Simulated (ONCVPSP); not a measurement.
**Before and after: ONCV potential for osmium (Os)**

- Element: Os (Z = 76)
- Generator: ONCVPSP 4.0.1
- Type: optimised norm-conserving Vanderbilt (ONCV)
- Functional: LDA (Perdew-Zunger)
- Relativity: scalar-relativistic
- Frozen core: [Kr] 4d10 4f14
- Valence charge: 16
- Reference configuration: 5s2 5p6 5d7 6s1
- Partial waves: 5s+6s: rc 1.80 bohr, ncon 4, nbas 7, qcut 5.3 1/bohr, 2 projectors; 5p: rc 1.50 bohr, ncon 4, nbas 9, qcut 8.6 1/bohr, 2 projectors, debl 2.2 Ha; 5d: rc 1.70 bohr, ncon 3, nbas 6, qcut 5.7 1/bohr, 2 projectors, debl 1.3 Ha
- Local potential: polynomial inside 1.05 bohr (lpopt 4, dvloc0 0 Ha)
- Core correction: none

Change: s: qcut 6.2; p: qcut 10.1; d: qcut 6.7.

Cutoffs: the cutoffs (Ha) at which the residual kinetic energy of the hardest occupied pseudo-wave falls to 1 and 0.1 mHa per electron; they do not see the model core or the augmentation charge, which bear on the density cutoff. Errors are all-electron minus pseudo energies relative to the spin-unpolarised reference configuration.

Q: What does the change do?

A: The potential gets harder (27 Ha and 32 Ha → 33 Ha and 39 Ha); of the 3 tests that both files solve, the error grows in 1 and shrinks in 2 by more than 15 % and 0.3 meV (median size 0.7 → 1.4 meV); neither file shows a bound ghost.

| quantity | base | changed |
| --- | --- | --- |
| cutoff, loose | 27 Ha | 33 Ha |
| cutoff, tight | 32 Ha | 39 Ha |
| loose cutoff by channel | s 12 Ha, p 27 Ha, d 15 Ha | s 14 Ha, p 33 Ha, d 16 Ha |
| bound ghosts | none | none |
| GHOST(+) flags under 300 eV | s at 123.1 eV | s at 134.6 eV |
| tests with a reliable result | 3 of 4 | 3 of 4 |
| error for 5s2 5p6 5d6 6s2, meV [ΔE -0.36 eV] | +0.6 | +1.4 |
| error for 5s2 5p6 5d6 6s1, meV [ΔE 9.51 eV] | -0.7 | -0.1 |
| error for 5s2 5p6 5d6 6s0, meV [ΔE 26.79 eV] | -6.7 | -5.6 |
| s: phases at 1.82 bohr within 0.05 rad from the reference energy up to (Ha; the scan ends near 5) | 3.8 | 4.4 |
| p: phases at 1.52 bohr within 0.05 rad from the reference energy up to (Ha; the scan ends near 5) | to the end of the scan | to the end of the scan |
| d: phases at 1.73 bohr within 0.05 rad from the reference energy up to (Ha; the scan ends near 5) | to the end of the scan | to the end of the scan |
